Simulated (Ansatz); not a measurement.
Consider the formal loss of a carbene: `CN[SiH](S)Cl` → `[CH2]` (triplet) + `N[SiH](S)Cl`.

Computed with Ansatz on PBE0-D4/def2-TZVP structures; ΔE is electronic, products minus reactants. CCSD(T)/CBS adds triple-zeta CCSD(T) − MP2 to the extrapolated MP2 energy (def2 sets, frozen cores). This one scheme is used for every species. Triplets are unrestricted, without spin–orbit coupling. Each species was taken in one conformer, which may not be the lowest.

| species | MP2/def2-TZVPP energy (Eh) |
| --- | --- |
| `CN[SiH](S)Cl` | -1242.83994 |
| `[CH2]` (triplet) | -39.05595 |
| `N[SiH](S)Cl` | -1203.63201 |

(1) Work out ΔE.

Largest T1 diagnostic among the species: 0.011.

Results:

(1) ΔE = (-39.05595) + (-1203.63201) − (-1242.83994) = 0.15198 Eh = +4.14 eV. CCSD(T)/CBS gives +4.13 eV.

From PBE to PBE0 (25 % exact exchange), in def2-TZVPP and without D4, ΔE moves by −0.09 eV. In def2-TZVPP, CCSD(T) changes the Hartree–Fock value by +1.40 eV (the triples alone add +0.12 eV) and MP2 by +1.52 eV.
